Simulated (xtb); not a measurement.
In(Me)2(NHMe) (C3H10InN), SMILES C[NH][In]([CH3])[CH3]. All values are semi-empirical tight-binding results from xtb (GFN2-xTB unless named), good for trends rather than for accurate numbers. Geometry optimised at GFN2-xTB. Other conformers were not sampled.

Optimised geometry:

Bond lengths (Å): In1–C2 2.240, In1–C6 2.242, In1–N10 2.070, C2–H3 1.088, C2–H4 1.088, C2–H5 1.089, C6–H7 1.088, C6–H8 1.089, C6–H9 1.088, N10–C11 1.453, N10–H12 1.016, C11–H13 1.099, C11–H14 1.097, C11–H15 1.092. Angles (°): C2–In1–C6 128.9, C2–In1–N10 112.6, C6–In1–N10 117.2, In1–C2–H3 110.5, In1–C2–H4 110.0, In1–C2–H5 108.3, H3–C2–H4 109.6, H3–C2–H5 109.0, H4–C2–H5 109.3, In1–C6–H7 110.2, In1–C6–H8 108.7, In1–C6–H9 109.9, H7–C6–H8 109.4, H7–C6–H9 109.6, H8–C6–H9 108.9, In1–N10–C11 123.9, In1–N10–H12 114.2, C11–N10–H12 109.4, N10–C11–H13 113.7, N10–C11–H14 110.2, N10–C11–H15 108.9, H13–C11–H14 107.7, H13–C11–H15 108.3, H14–C11–H15 107.8.
Charge 0, spin multiplicity 1.

A frequency run showed that this geometry is not a minimum.

For metal compounds this method's bond lengths and energies can be far off.

Computed properties:
```
Item           Value
-----------  -------
orbital gap  2.47 eV
```

Computed atomic charges and the Wiberg bond orders between heavy atoms:
charges (e) In1 0.14, C2 -0.17, H3 0.06, H4 0.05, H5 0.06, C6 -0.17, H7 0.06, H8 0.05, H9 0.05, N10 -0.35, C11 -0.01, H12 0.14, H13 0.01, H14 0.03, H15 0.04. Bond orders In1–C2 0.77, In1–C6 0.77, In1–N10 0.91, N10–C11 1.03.
